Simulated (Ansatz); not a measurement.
Species: dichloroboranyl(trimethyl)silane, C$_{3}$H$_{9}$BCl$_{2}$Si, charge 0, multiplicity 1. SMILES: C[Si](C)(B(Cl)Cl)C
Coordinates optimised at B3LYP-D3(BJ)/def2-TZVP (Ansatz, a program for electronic structure):
```
Si
C 1 1.8775
H 2 1.0918 1 111.17
H 2 1.0918 3 107.60 1 -121.96
H 2 1.0926 3 107.94 4 -116.25
C 1 1.8824 2 110.43 3 -179.21
H 6 1.0915 1 111.02 2 178.30
H 6 1.0919 7 107.94 1 122.46
H 6 1.0929 7 108.02 8 116.32
C 1 1.8824 2 110.43 3 59.36
H 10 1.0915 1 111.02 2 -178.30
H 10 1.0919 11 107.94 1 -122.46
H 10 1.0929 11 108.02 12 -116.32
B 1 2.0231 2 110.50 3 -59.93
Cl 14 1.7584 1 122.75 2 0.00
Cl 14 1.7619 15 117.47 1 -180.00
```

Property: vertical electron affinity (to the doublet state of charge -1; a negative value means that the extra electron is unbound and the number depends on the basis; each state is the SCF solution reached for its spin), in eV. Correlated levels leave the core frozen unless marked. Open shells are spin-unrestricted. No spin-orbit coupling. Non-relativistic. Anions need diffuse functions: aug- sets have them; def2-D sets add few. 

```csv
level,program,vertical electron affinity (eV)
HF/aug-cc-pV(D+d)Z,Ansatz,-0.49
HF/aug-cc-pV(T+d)Z,Ansatz,-0.48
SVWN5/def2-TZVPD,Ansatz,0.41
PBE/def2-TZVPD,Ansatz,0.31
r2SCAN/def2-TZVPD,Ansatz,0.34
B3LYP/def2-TZVPD,Ansatz,0.27
PBE0/def2-TZVPD,Ansatz,0.32
BHLYP/def2-TZVPD,Ansatz,0.13
CAM-B3LYP/def2-TZVPD,Ansatz,0.28
wB97M-V/def2-TZVPD,Ansatz,0.15
wB97X-V/def2-TZVPD,Ansatz,0.17
wB97X/def2-TZVPD,Ansatz,0.21
B2PLYP/def2-TZVPD,Ansatz,0.15
MP2/aug-cc-pV(D+d)Z,Ansatz,0.02
RI-MP2/aug-cc-pV(T+d)Z,Ansatz,0.15
SCS-MP2/aug-cc-pV(D+d)Z,Ansatz,-0.09
CCSD/aug-cc-pV(D+d)Z,Ansatz,0.02
CCSD(T)/aug-cc-pV(D+d)Z,Ansatz,0.04
```
